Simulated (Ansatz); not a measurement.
MnN2H4⁻, that is Mn(NH2)2 with one electron more. Charge -1, multiplicity 5. Geometry r2SCAN-D4/def2-TZVP, that of the neutral sextet; atoms count from 1.

Cartesian coordinates in Å:
```
Mn 0.001 -0.002 0.002
N 1.561 -0.276 -1.017
H 2.509 -0.098 -0.714
H 1.600 -0.629 -1.964
N -1.560 0.276 1.018
H -2.004 -0.398 1.627
H -2.106 1.127 1.048
```

The charge -1 quintet is spin-contaminated (final ⟨S²⟩ up to 6.31, 6.00 for a pure state). The highest occupied level of the charge -1 quintet lies above zero (up to 1.32 eV). By energy differences its removal costs 0.20 eV (vertical, to the charge 0 sextet, at r2SCAN-D4/def2-TZVPD).

Question: Estimate the Mulliken populations from the PBE0/def2-TZVPD orbitals of Ansatz.

Answer: 
```
atom  charge (e)  spin (α − β)  d electrons
 Mn1       -1.28          3.41         5.25
  N2       -0.08          0.16            –
  H3        0.11          0.07            –
  H4        0.11          0.07            –
  N5       -0.08          0.16            –
  H6        0.11          0.07            –
  H7        0.11          0.07            –
```
Mulliken values and Mayer orders depend strongly on the basis. With diffuse functions, as here, like atoms can get unlike values, and bond orders can come out too low or too high.

Question: Where does the spin sit?

Answer: Summed by element: Mn 3.41, N 0.32, H 0.27, of 4 unpaired in all. Largest on single atoms: Mn1 3.41, N5 0.16, N2 0.16.
